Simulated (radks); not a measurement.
Values are calculated unless marked as measured or tabulated.
Task: The mean radii <r> (bohr) of the occupied orbitals of an atom or ion are listed with their occupations. Level of theory: scalar-relativistic Kohn-Sham, PBEsol, spin-unpolarised, spherical densities, finite nucleus; Fermi nuclear charge, rms radius of each element as measured or else 0.836 A^(1/3) + 0.57 fm (a radial shooting solver on a logarithmic mesh with Libxc functionals).

orbital  occ.      <r>
1s          2  0.02559
2s          2   0.1098
2p          6  0.09621
3s          2   0.2921
3p          6   0.2901
3d         10   0.2667
4s          2   0.6740
4p          6   0.7157
4d         10   0.8005
5s          2    1.631
5p          6    1.892

Name the element and its charge.

Result: Z = 56, barium, charge +2: Ba2+ in [Xe]. The 1s radius gives Z: for a bare nucleus <r> = (2 gamma + 1)/(2Z) with gamma = sqrt(1 - (Z/c)^2), 0.02523 bohr for Z = 56, and screening makes it slightly larger (0.02559 here). The occupations add up to 54, and the charge is Z minus that.
